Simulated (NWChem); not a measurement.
The numbers come from NWChem runs, not from measurements. System: HISi, charge 0, spin multiplicity 1, at a geometry optimised with PBE/def2-SVP with def2 effective core potentials on I. The structure started from a generated list of species. Level: PBE/def2-QZVP with def2 effective core potentials on I.

The NWChem input:

```
start mol
memory heap 200 mb stack 900 mb global 1100 mb
geometry units angstroms nocenter noautoz
  Si    -1.303143     1.441542     0.000000
  H     -0.199469     2.530925     0.000000
  I      0.347990    -0.428538     0.000000
  symmetry group Cs
end
basis spherical
  * library def2-qzvp
end
ecp
  I library def2-ecp
end
dft
  xc xpbe96 cpbe96
  semidirect memsize 60000000 filesize 0
  iterations 100
end
task dft energy
```

NWChem printed:

```
             Northwest Computational Chemistry Package (NWChem) 7.3.0
             --------------------------------------------------------

                                NWChem Input Module
                                -------------------

 Scaling coordinates for geometry "geometry" by  1.889725989
 (inverse scale =  0.529177249)

 Turning off AUTOSYM since
 SYMMETRY directive was detected!

                             Geometry "geometry" -> ""
                             -------------------------

 Output coordinates in angstroms (scale by  1.889725989 to convert to a.u.)

  No.       Tag          Charge          X              Y              Z
 ---- ---------------- ---------- -------------- -------------- --------------
    1 Si                  14.0000    -1.30314300     1.44154200     0.00000000
    2 H                    1.0000    -0.19946900     2.53092500     0.00000000
    3 I                   53.0000     0.34799000    -0.42853800     0.00000000

 Effective nuclear repulsion energy (a.u.)     171.4906820518

            Nuclear Dipole moment (a.u.)
            ----------------------------
        X                 Y               Z
 ---------------- ---------------- ----------------
    -0.0000018897    -0.0000018897     0.0000000000

      Symmetry information
      --------------------

 Group name             Cs
 Group number              2
 Group order               2
 No. of unique centers     3

      Symmetry unique atoms

     1    2    3


 Summary of "ao basis" -> "" (spherical)
 ------------------------------------------------------------------------------
       Tag                 Description            Shells   Functions and Types
 ---------------- ------------------------------  ------  ---------------------
 *                         def2-qzvp                  on all atoms

 Summary of "ao basis" -> "ao basis" (spherical)
 ------------------------------------------------------------------------------
       Tag                 Description            Shells   Functions and Types
 ---------------- ------------------------------  ------  ---------------------
 Si                        def2-qzvp                22       70   9s6p4d2f1g
 H                         def2-qzvp                10       30   4s3p2d1f
 I                         def2-qzvp                22       82   7s6p4d4f1g

 Summary of "ao basis" -> "ao basis" (spherical)
 ------------------------------------------------------------------------------
       Tag                 Description            Shells   Functions and Types
 ---------------- ------------------------------  ------  ---------------------
 Si                        def2-qzvp                22       70   9s6p4d2f1g
 H                         def2-qzvp                10       30   4s3p2d1f
 I                         def2-qzvp                22       82   7s6p4d4f1g

      Symmetry analysis of basis
      --------------------------

        a'        118
        a"         64

            General Information
            -------------------
          SCF calculation type: DFT
          Wavefunction type:  closed shell.
          No. of atoms     :     3
          No. of electrons :    40
           Alpha electrons :    20
            Beta electrons :    20
          Charge           :     0
          Spin multiplicity:     1
          Use of symmetry is: on ; symmetry adaption is: on
          Maximum number of iterations: 100
          AO basis - number of functions:   182
                     number of shells:    54
[...]
 d= 0,ls=0.0,diis     6   -587.6424617480 -1.78D-03  8.45D-05  7.31D-04    17.4
 d= 0,ls=0.0,diis     7   -587.6425463774 -8.46D-05  9.29D-05  4.89D-05    18.3
 d= 0,ls=0.0,diis     8   -587.6425170356  2.93D-05  6.89D-05  1.98D-04    19.1
 d= 0,ls=0.0,diis     9   -587.6425532206 -3.62D-05  9.75D-06  1.24D-05    20.0
 d= 0,ls=0.0,diis    10   -587.6425545654 -1.34D-06  1.44D-06  1.64D-07    20.8
 d= 0,ls=0.0,diis    11   -587.6425545846 -1.92D-08  1.11D-07  1.93D-09    21.7

         Total DFT energy =     -587.642554584593
      One electron energy =    -1085.896683467581
           Coulomb energy =      458.106192947115
    Exchange-Corr. energy =      -43.267766601408
 Nuclear repulsion energy =       83.415702537280

 Numeric. integr. density =       40.000002809856

     Total iterative time =     18.4s

                  Occupations of the irreducible representations
                  ----------------------------------------------

                     irrep           alpha         beta
                     --------     --------     --------
                     a'               15.0         15.0
                     a"                5.0          5.0

                       DFT Final Molecular Orbital Analysis
                       ------------------------------------

 Vector   18  Occ=2.000000D+00  E=-2.645113D-01  Symmetry=a"
              MO Center=  1.4D-01, -1.9D-01,  1.4D-14, r^2= 2.4D+00
   Bfn.  Coefficient  Atom+Function         Bfn.  Coefficient  Atom+Function
  ----- ------------  ---------------      ----- ------------  ---------------
   122      0.454866  3 I  pz               119      0.398924  3 I  pz
   110     -0.303607  3 I  pz               125      0.158348  3 I  pz
    24      0.131869  1 Si pz                21      0.105371  1 Si pz
   113     -0.083332  3 I  pz                12     -0.069554  1 Si pz
   116      0.051970  3 I  pz                27      0.040127  1 Si pz

 Vector   19  Occ=2.000000D+00  E=-2.607275D-01  Symmetry=a'
              MO Center= -2.9D-01,  1.6D-01, -1.8D-14, r^2= 3.5D+00
   Bfn.  Coefficient  Atom+Function         Bfn.  Coefficient  Atom+Function
  ----- ------------  ---------------      ----- ------------  ---------------
   121      0.390006  3 I  py               118      0.343908  3 I  py
   109     -0.261235  3 I  py                 8     -0.244712  1 Si s
     9     -0.161529  1 Si s                 22      0.156744  1 Si px
    19      0.150628  1 Si px               124      0.134696  3 I  py
   120      0.121584  3 I  px               117      0.108724  3 I  px

 Vector   20  Occ=2.000000D+00  E=-2.147762D-01  Symmetry=a'
              MO Center= -6.4D-01,  7.7D-01,  6.1D-15, r^2= 4.3D+00
   Bfn.  Coefficient  Atom+Function         Bfn.  Coefficient  Atom+Function
  ----- ------------  ---------------      ----- ------------  ---------------
   120      0.324914  3 I  px                 8      0.293483  1 Si s
   117      0.281039  3 I  px                 9      0.250291  1 Si s
   108     -0.209915  3 I  px                22     -0.207944  1 Si px
    19     -0.195861  1 Si px                73     -0.172145  2 H  s
   123      0.146097  3 I  px                74     -0.127049  2 H  s

 Vector   21  Occ=0.000000D+00  E=-1.471870D-01  Symmetry=a"
              MO Center= -1.1D+00,  1.2D+00, -9.6D-15, r^2= 3.4D+00
   Bfn.  Coefficient  Atom+Function         Bfn.  Coefficient  Atom+Function
  ----- ------------  ---------------      ----- ------------  ---------------
    24      0.464103  1 Si pz                21      0.337866  1 Si pz
    27      0.284303  1 Si pz                12     -0.214015  1 Si pz
   122     -0.195330  3 I  pz               119     -0.179929  3 I  pz
   125     -0.148619  3 I  pz               110      0.126578  3 I  pz
   113      0.035812  3 I  pz               142      0.033315  3 I  d -1

 Vector   22  Occ=0.000000D+00  E=-6.183484D-02  Symmetry=a'
              MO Center= -8.3D-01,  9.7D-01, -1.9D-16, r^2= 6.2D+00
   Bfn.  Coefficient  Atom+Function         Bfn.  Coefficient  Atom+Function
  ----- ------------  ---------------      ----- ------------  ---------------
   107     -0.832578  3 I  s                  9      0.768581  1 Si s
    26     -0.618095  1 Si py               124     -0.514156  3 I  py
    23     -0.489836  1 Si py               123      0.481370  3 I  px
    25      0.457120  1 Si px                22      0.380438  1 Si px
   121     -0.308837  3 I  py               120      0.271588  3 I  px

 Vector   23  Occ=0.000000D+00  E=-3.638119D-03  Symmetry=a'
              MO Center= -1.1D+00,  1.2D+00,  1.7D-13, r^2= 5.7D+00
   Bfn.  Coefficient  Atom+Function         Bfn.  Coefficient  Atom+Function
  ----- ------------  ---------------      ----- ------------  ---------------
    74      1.661353  2 H  s                  9     -1.072283  1 Si s
    25     -0.834771  1 Si px               107      0.734039  3 I  s
    26     -0.594398  1 Si py               106     -0.594876  3 I  s
   124      0.364560  3 I  py                 8     -0.266823  1 Si s
    22     -0.243286  1 Si px               105      0.240856  3 I  s

 center of mass
 --------------
 x =   0.09093248 y =  -0.13942141 z =   0.00000000

 moments of inertia (a.u.)
 ------------------
         310.857759779991         255.100018794577           0.000000000000
         255.100018794577         223.392654632388           0.000000000000
           0.000000000000           0.000000000000         534.250414412380

     Multipole analysis of the density
     ---------------------------------

     L   x y z        total         alpha         beta         nuclear
     -   - - -        -----         -----         ----         -------
     0   0 0 0      0.000000    -20.000000    -20.000000     40.000000

     1   1 0 0     -0.141048      9.135958      9.135958    -18.412963
     1   0 1 0      0.250178    -11.212382    -11.212382     22.674941
     1   0 0 1     -0.000000     -0.000000     -0.000000      0.000000

     2   2 0 0    -31.320962    -63.587302    -63.587302     95.853642
     2   1 1 0     -1.546608     53.743474     53.743474   -109.033556
     2   1 0 1     -0.000000     -0.000000     -0.000000      0.000000
     2   0 2 0    -29.650698    -86.406099    -86.406099    143.161499
     2   0 1 1      0.000000      0.000000      0.000000      0.000000
     2   0 0 2    -29.107831    -14.553915    -14.553915      0.000000

 Task  times  cpu:       21.7s     wall:       21.7s

 Total times  cpu:       21.7s     wall:       21.7s
```
